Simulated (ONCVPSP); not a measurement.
## Before and after: ONCV potential for Ar (Z = 18)

ONCVPSP 4.0.1 input, shortened (lines: element, Z, core and valence counts, functional; n l f; lmax; l rc ep ncon nbas qcut; lloc lpopt rc5 dvloc0; l nproj debl; icmod fcfact rcfact), PBE, scalar-relativistic:

```
  Ar 18.00    3    2        4      upf
    1    0    2.00
    2    0    2.00
    2    1    6.00
    3    0    2.00
    3    1    6.00
    1
    0    1.25    0.00    4    8    5.00
    1    1.45    0.00    4    9    4.70
    4    5    0.95    1.00
    0    2    1.80
    1    2    1.20
    3    3.50    1.50
```

All-electron outer shells of the reference configuration (PBE, scalar-relativistic, ld1.x):

| shell | level (eV) | outermost node (bohr) | outermost maximum (bohr) |
| --- | --- | --- | --- |
| 2s | -296.99 | 0.12 | 0.34 |
| 2p | -229.89 | – | 0.28 |
| 3s | -24.29 | 0.52 | 1.17 |
| 3p | -10.27 | 0.49 | 1.30 |

Change: reference 3s2 3p4. In the s channel the program set the typed energies aside and used -1.858, 0.250 Ha. In the p channel the program set the typed energies aside and used -1.302, 0.250 Ha.

Cutoffs: the cutoffs (Ha) at which the residual kinetic energy of the hardest occupied pseudo-wave falls to 1 and 0.1 mHa per electron; they do not see the model core or the augmentation charge, which bear on the density cutoff. Errors are all-electron minus pseudo energies relative to the spin-unpolarised reference configuration.

**Question.** What does the change do?

**Answer.** The potential gets harder (59 Ha and 107 Ha → 78 Ha and 109 Ha); neither file shows a bound ghost.

| quantity | base | changed |
| --- | --- | --- |
| cutoff, loose | 59 Ha | 78 Ha |
| cutoff, tight | 107 Ha | 109 Ha |
| loose cutoff by channel | s 59 Ha, p 9.1 Ha | s 78 Ha, p 9.5 Ha |
| bound ghosts | none | none |
| GHOST(+) flags under 300 eV | s at 228.2 eV | s at 207.6 eV |
| largest error over its own tests, meV | +29 | +28 |
| s: phases at 1.27 bohr within 0.05 rad from the reference energy up to (Ha; the scan ends near 5) | to the end of the scan | to the end of the scan |
| p: phases at 1.47 bohr within 0.05 rad from the reference energy up to (Ha; the scan ends near 5) | to the end of the scan | 4.3 |
| rms error of d²Exc/dni dnj with the model core, mHa | 1.15 | 1.66 |
